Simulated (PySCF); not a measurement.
Record of a relaxation.

Species: C4H4Cl2Se.
SMILES with atom numbers: `[CH3:1][Se:2][C:3]([Cl:4])=[C:5]=[CH:6][Cl:7]` (hydrogens: H8, H9, H10 on C1; H11 on C6)

Computed by this run: PBE0-D3(BJ)/def2-SVP geometry optimisation, gas phase (PySCF); density fitting, grid level 2; the optimiser is geomeTRIC in internal coordinates, started from a GFN2-xTB structure. The frame can shift and turn from step to step; on so coarse a grid that alone can change the energy by a few meV, and forces under 0.02 eV/Å are noise.

Step 0: E = -94566.4783 eV, largest atomic force 0.885 eV/Å
```
atom  x, y, z in Å  |  force x, y, z in eV/Å
C1     -1.647   -0.763   -0.432    0.152   0.514   0.321
Se2    -1.780    0.816    0.703    0.103  -0.123  -0.024
C3      0.085    1.240    0.752   -0.856   0.224   0.039
Cl4     0.411    2.603    1.760    0.082   0.113   0.129
C5      1.001    0.630    0.062    0.088   0.032   0.109
C6      1.901   -0.071   -0.555    0.264  -0.441   0.220
Cl7     2.669   -1.453    0.173    0.032  -0.063  -0.028
H8     -1.261   -0.472   -1.406    0.116   0.048  -0.357
H9     -0.985   -1.483    0.041    0.230  -0.295   0.134
H10    -2.645   -1.179   -0.532   -0.408  -0.111  -0.003
H11     2.256    0.134   -1.553    0.196   0.102  -0.541
```

Step 1: E = -94566.5052 eV, largest atomic force 0.250 eV/Å
```
atom  x, y, z in Å  |  force x, y, z in eV/Å
C1     -1.573   -0.587   -0.172   -0.066  -0.098  -0.071
Se2    -1.748    1.006    0.909   -0.092   0.032  -0.026
C3      0.078    1.504    0.870    0.184  -0.004   0.169
Cl4     0.417    2.891    1.863   -0.036  -0.015  -0.054
C5      1.027    0.868    0.228   -0.039   0.046  -0.057
C6      1.933    0.182   -0.415    0.054   0.035  -0.097
Cl7     2.754   -1.188    0.269    0.019  -0.037   0.025
H8     -1.202   -0.328   -1.173   -0.023  -0.010   0.033
H9     -0.894   -1.306    0.309   -0.005   0.037   0.000
H10    -2.580   -1.022   -0.251    0.057   0.023   0.005
H11     2.265    0.408   -1.436   -0.054  -0.009   0.073
```

Step 2: E = -94566.5083 eV, largest atomic force 0.044 eV/Å
```
atom  x, y, z in Å  |  force x, y, z in eV/Å
C1     -1.590   -0.592   -0.175    0.013  -0.010  -0.010
Se2    -1.746    1.011    0.900    0.009  -0.004  -0.012
C3      0.092    1.490    0.888    0.016   0.041  -0.003
Cl4     0.411    2.898    1.855   -0.003  -0.033  -0.001
C5      1.042    0.865    0.237   -0.040   0.001   0.010
C6      1.950    0.188   -0.412    0.006  -0.018   0.000
Cl7     2.785   -1.180    0.263    0.004   0.004   0.004
H8     -1.216   -0.343   -1.177   -0.004   0.003  -0.002
H9     -0.920   -1.312    0.313    0.004   0.008   0.001
H10    -2.601   -1.015   -0.253    0.002   0.005   0.013
H11     2.268    0.418   -1.435   -0.008   0.002   0.000
```

Step 3: E = -94566.5088 eV, largest atomic force 0.031 eV/Å
```
atom  x, y, z in Å  |  force x, y, z in eV/Å
C1     -1.584   -0.590   -0.177    0.005   0.000  -0.004
Se2    -1.747    1.013    0.896   -0.004   0.002  -0.007
C3      0.090    1.494    0.887    0.013   0.022   0.018
Cl4     0.413    2.896    1.860   -0.010  -0.015  -0.005
C5      1.037    0.866    0.237   -0.002  -0.012  -0.007
C6      1.943    0.184   -0.412    0.004  -0.004   0.007
Cl7     2.778   -1.183    0.266   -0.006   0.004   0.001
H8     -1.217   -0.340   -1.181   -0.003   0.001  -0.003
H9     -0.905   -1.303    0.309    0.004   0.003   0.001
H10    -2.592   -1.021   -0.248   -0.004  -0.003   0.007
H11     2.259    0.412   -1.435    0.001   0.001  -0.007
```

Step 4: E = -94566.5090 eV, largest atomic force 0.022 eV/Å
```
atom  x, y, z in Å  |  force x, y, z in eV/Å
C1     -1.580   -0.588   -0.180   -0.005   0.007   0.001
Se2    -1.748    1.016    0.891   -0.003  -0.001  -0.009
C3      0.089    1.497    0.886   -0.003  -0.007   0.019
Cl4     0.411    2.892    1.867    0.005   0.008  -0.003
C5      1.035    0.867    0.236    0.005   0.013  -0.016
C6      1.941    0.183   -0.412   -0.009  -0.002   0.019
Cl7     2.766   -1.187    0.272    0.005  -0.006  -0.009
H8     -1.227   -0.338   -1.189   -0.003  -0.002  -0.002
H9     -0.888   -1.292    0.302    0.003  -0.001  -0.001
H10    -2.584   -1.029   -0.236   -0.001  -0.008   0.001
H11     2.259    0.408   -1.435    0.007  -0.001  -0.001
```

Problem. Summarise the path.

Solution. The energy falls by 2.96 kJ/mol from step 0 to step 4; nine tenths of that is first reached at step 2. It falls at every step. The largest force goes from 0.885 to 0.022 eV/Å. Among the bonds C6–H11 changes most, from 1.079 to 1.095 Å; the atoms move by 0.030 Å rms after alignment.

Problem. Follow the three bonds and two angles with the largest change from start to end.

Solution. 
| step | E above end (kJ/mol) | largest force (eV/Å) | C6–H11 (Å) | Se2–C3 (Å) | C1–Se2 (Å) | C3–C5–C6 (°) | Se2–C1–H8 (°) |
| --- | --- | --- | --- | --- | --- | --- | --- |
| 0 | 2.96 | 0.885 | 1.079 | 1.913 | 1.949 | 174.8 | 109.2 |
| 1 | 0.37 | 0.250 | 1.097 | 1.893 | 1.933 | 177.1 | 110.2 |
| 2 | 0.07 | 0.044 | 1.095 | 1.899 | 1.936 | 177.1 | 110.3 |
| 3 | 0.02 | 0.031 | 1.095 | 1.899 | 1.936 | 177.1 | 110.3 |
| 4 | 0.00 | 0.022 | 1.095 | 1.899 | 1.936 | 177.0 | 110.3 |

What follows is the cost of the whole optimisation. On an Arm Neoverse V1 with one thread (shared host), this took 48 s of wall time and 0.77 GiB of memory at its peak.
